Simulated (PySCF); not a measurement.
# Ionisation energy of Ag⁺ by level of theory

Ag⁺ [Kr] 4d10 (1S) → Ag²⁺ [Kr] 4d9 (2D), as a difference of total energies. All numbers are calculated (PySCF 2.14, scalar relativity through the core potential, in def2-TZVP with the def2 core potential (28 electrons)). Correlated levels: valence: 4s2 4p6 frozen. The calculations carry no spin-orbit coupling.

| method | ionisation energy (eV) | difference from reference (eV) |
| --- | --- | --- |
| UHF | 19.797 | -1.687 |
| r2SCAN | 21.602 | +0.118 |
| MN15 | 21.899 | +0.415 |
| MP2 (valence) | 21.306 | -0.178 |
| SCS-MP2 (valence) | 21.143 | -0.341 |

Reference: 21.484 eV (measured; NIST Atomic Spectra Database, ionization energies).

The reference lies between the lowest fine-structure levels, while these numbers refer to the centres of the terms.

Errors of the correlated levels include the incompleteness of this basis and the frozen core.
